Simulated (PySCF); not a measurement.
# Ge2 and its ions

PW91; basis Ge def2-TZVPPD; no relativity; PySCF 2.14. Neutral (UKS): triplet (π ↑↑), Re = 2.415 Å, ωe = 274 cm⁻¹, De = 3.26 eV, HOMO -4.67 eV, LUMO -4.31 eV.

Ge₂⁺ (UKS): quartet (σ ↑, π ↑↑), Re = 2.442 Å, ωe = 242 cm⁻¹, De = 3.64 eV to Ge⁺ + Ge. The energies at the minima are -4154.25223 hartree for Ge2 and -4153.97430 for Ge₂⁺.

Q: Work out the adiabatic ionisation energy, without and with harmonic zero-point energies (1 hartree = 27.2114 eV, 1 eV = 8065.5 cm⁻¹), and the change of the bond length.

A: At PW91: 0.27793 hartree = 7.563 eV between the minima; the zero-point term (242.0 − 274.0)/2 cm⁻¹ = -0.002 eV makes it 7.561 eV. Re changes by +2.7 pm against the neutral. The electron leaves a σ orbital, and the longer bond of the ion fits a bonding orbital, or a change in how ionic the bond is.

Spin–orbit coupling is left out. States were picked by a PBE0 search and need not be the measured ground states.
